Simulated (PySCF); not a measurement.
Here is a computed GFN2-xTB geometry (Å):
```
atom  x, y, z in Å
Cl1    3.132   -0.302   -0.011
C2     1.438   -0.138   -0.008
N3     0.962    1.065    0.251
C4    -0.354    1.190    0.255
C5    -1.197    0.116    0.002
C6    -0.577   -1.098   -0.257
N7     0.739   -1.228   -0.263
H8    -0.728    2.182    0.469
H9    -2.269    0.219    0.007
H10   -1.136   -2.001   -0.465
```

Neutral, closed shell.

Question: Read off the bonds between heavy atoms and their formal orders.

Answer: Cl1–C2 1.70 Å (single); C2–N3 1.32 Å (aromatic); N3–C4 1.32 Å (aromatic); C4–C5 1.39 Å (aromatic); C5–C6 1.39 Å (aromatic); C6–N7 1.32 Å (aromatic); C2–N7 1.32 Å (aromatic). Bonds to hydrogen (Å): C4–H8 1.08; C5–H9 1.08; C6–H10 1.08.

Question: Give the structure as a SMILES string.

Answer: `Clc1ncccn1`, C4H3ClN2, 2-chloropyrimidine. Among its features: pyridine-type ring nitrogen and C–Cl bond.

Question: What is the point group of this geometry?

Answer: C2v (every atom within 0.08 Å of its image).

Question: Which rings does it hold (smallest set)?

Answer: C2–N3–C4–C5–C6–N7 (6 members, 0.00 Å rms from planarity).

Question: Classify the heavy atoms.

Answer: Cl1: aryl chlorine; C2: aromatic C–Cl carbon; N3/N7: pyridine-type nitrogen; C4/C6: aromatic CH next to a ring nitrogen; C5: aromatic CH carbon.

Question: What is the arrangement about C2?

Answer: It has 3 neighbours (Cl1, N3, N7) and is planar (angles 126.9°, 116.6° and 116.5°, sum 360.0°, 0.00 Å off the plane of its three neighbours).

Question: What is the arrangement about N3?

Answer: It has 2 neighbours (C2, C4) and is bent (angle 116.4°).
